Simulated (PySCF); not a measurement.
Compound: C₅H₇FNP.
Numbering: `[CH:1]#[C:2]/[P:3]=[C:4](\[F:5])[N:6]([CH3:7])[CH3:8]` (hydrogens: H9 on C1; H10, H11, H12 on C7; H13, H14, H15 on C8)

A linear-response calculation (PySCF, def2-SVPD basis, gas phase, vertical, core orbitals frozen in the response) gave these numbers; the functional is withheld.

Orbital energies (eV): HOMO-3 -10.17, HOMO-2 -9.70, HOMO-1 -8.65, HOMO -6.74, LUMO 0.21, LUMO+1 0.97, LUMO+2 1.62.

```csv
state,E (eV),f,"main configurations (H = HOMO, L = LUMO)"
S1,4.37,0.372,H→L (93%)
S2,4.74,0.0088,"H→L+2 (48%), H→L+3 (29%), H→L+1 (15%)"
S3,5.18,0.017,"H→L+1 (50%), H→L+2 (19%), H-1→L (12%)"
S4,5.36,0.012,"H-1→L (79%), H→L+1 (8%)"
S5,5.67,0.0030,"H→L+3 (37%), H→L+1 (16%), H→L+7 (14%)"
S6,6.12,0.074,"H→L+6 (28%), H-1→L+3 (15%), H→L+7 (13%)"
```

Triplets, Tamm–Dancoff:

```csv
state,E (eV),λ (nm),"main configurations (H = HOMO, L = LUMO)"
T1,2.54,487.2,H→L (94%)
T2,4.41,281.1,"H→L+2 (46%), H→L+3 (26%), H→L+1 (9%)"
T3,4.87,254.7,"H-1→L+3 (15%), H-2→L (13%), H→L+6 (12%)"
T4,4.90,253.3,"H-1→L (57%), H→L+1 (10%)"
```

Vertical ionisation energy by ΔSCF with the same functional: 7.40 eV. Mean static polarisability: 104.7 au.

Question: Which of these was used?
A. PBE
B. B3LYP
C. HF
D. CAM-B3LYP

Answer: D. CAM-B3LYP is range-separated, 19% exact exchange at short range and 65% at long range (ω = 0.33 bohr⁻¹). In this run −ε(HOMO) = 6.74 eV differs from the ΔSCF value by -0.66 eV, and S1 differs from the orbital gap of 6.95 eV by -2.58 eV. The ratio −ε(HOMO)/IP is 0.91. Small neutral molecules mostly give 0.85 to 0.93 with CAM-B3LYP, 0.5 to 0.7 with PBE, 0.67 to 0.83 with B3LYP; with Hartree–Fock the ratio is 1 or more (Koopmans' value less the relaxation energy is the ΔSCF value).

Method: TDDFT CAM-B3LYP/def2-SVPD, vertical, gas phase, core orbitals frozen in the response (PySCF). Isolated species at its PBE0-D3(BJ)/def2-SVP geometry, gas phase.

On Arm Neoverse V1, one thread, on a shared host, this took 1.7 min and 1.1 GiB of memory at its peak.

The values belong to the conformer `[CH:1]#[C:2]/[P:3]=[C:4](\[F:5])[N:6]([CH3:7])[CH3:8]`: P3–C4–N6–C7 0°.
